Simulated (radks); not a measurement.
Values are calculated unless marked as measured or tabulated.
Problem. Orbital eigenvalues (eV) of neutral manganese, [Ar] 3d5 4s2, of relativity; Dirac values are averaged over j with weights 2j + 1. Spin-unpolarised spherical Kohn-Sham, BLYP, point nucleus unless stated (finite: rms radius 3.7057 fm), a radial shooting solver on a logarithmic mesh with Libxc functionals. A level marked "c x" has the speed of light scaled by that factor and shares open shells by 2j + 1; other Dirac levels either fill j = l - 1/2 first or share by 2j + 1.

shell  non-rel.
1s      -6376.1
2s      -732.78
2p      -628.32
3s      -83.887
3p      -54.075
3d      -6.9014
4s      -4.9431

Give the values at the level "Dirac, c x 0.75".

Solution. 
shell  Dirac, c x 0.75  change of magnitude (%)
1s             -6474.0                    +1.54
2s             -752.61                    +2.71
2p             -631.80                    +0.55
3s             -86.929                    +3.63
3p             -54.617                    +1.00
3d             -6.4801                    -6.10
4s             -5.0877                    +2.93
